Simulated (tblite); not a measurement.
Task: Write Cartesian coordinates for InChI=1S/C12H8S2/c1-2-6-10-9(5-1)13-11-7-3-4-8-12(11)14-10/h1-8H as optimised with GFN2-xTB.

Result: 
```xyz
22
C12H8S2 angstrom
C      3.5893   -0.7385   -0.4102
C      3.6267    0.6326   -0.2108
C      2.5170    1.2884    0.2875
C      1.3693    0.5767    0.6111
C      1.3322   -0.7970    0.4127
C      2.4425   -1.4483   -0.1089
S     -0.0787   -1.7828    0.8410
C     -1.4027   -0.7148    0.3387
C     -2.5211   -1.2988   -0.2416
C     -3.6024   -0.5201   -0.6080
C     -3.5643    0.8520   -0.4156
C     -2.4457    1.4402    0.1431
C     -1.3651    0.6596    0.5323
S      0.0071    1.4753    1.3055
H      4.4520   -1.2561   -0.8007
H      4.5188    1.1930   -0.4443
H      2.5293    2.3555    0.4482
H      2.3979   -2.5166   -0.2552
H     -2.5343   -2.3685   -0.3835
H     -4.4728   -0.9848   -1.0446
H     -4.4048    1.4656   -0.7008
H     -2.4005    2.5066    0.3026
```

Orientation and origin are arbitrary. Atoms count from 1 in this order. The 6-membered ring C4–C5–S7–C8–C13–S14 has internal angles of 101.0° to 122.5°; it is puckered, 0.29 Å rms from its mean plane, widest ring torsion 40°. All 4 C–S bonds measure 1.774 Å. The 6-membered ring C1–C2–C3–C4–C5–C6 has internal angles of 119.7° to 120.3°; it is planar, 0.01 Å rms from its mean plane, widest ring torsion 1°. The 6-membered ring C8–C9–C10–C11–C12–C13 has internal angles of 119.8° to 120.3° (sum 720°, against 720° for a flat polygon); it is planar, 0.00 Å rms from its mean plane, widest ring torsion 1°.

Bonds between heavy atoms (Å): C1–C2 1.386, C2–C3 1.382, C3–C4 1.389, C4–C5 1.388, C5–C6 1.389, C5–S7 1.774, S7–C8 1.774, C8–C9 1.389, C9–C10 1.382, C10–C11 1.386, C11–C12 1.382, C12–C13 1.389, C13–S14 1.774, C1–C6 1.382, C8–C13 1.388, C4–S14 1.774.

The geometry is computed with GFN2-xTB (gas phase).

Point group: C2v (every atom within 0.08 Å of its image). Its GFN2-xTB frequencies are all real (lowest 39 cm⁻¹). One conformer, not necessarily the lowest (C4–C5–S7–C8 40°, C5–S7–C8–C9 142°, C12–C13–S14–C4 -142°, C3–C4–S14–C13 142°).

Time: 0.86 s wall. Hardware: one thread, Arm Neoverse V1 (aarch64), shared host with 32 logical CPUs at a one-minute load of 19. That covers the optimisation of the geometry.
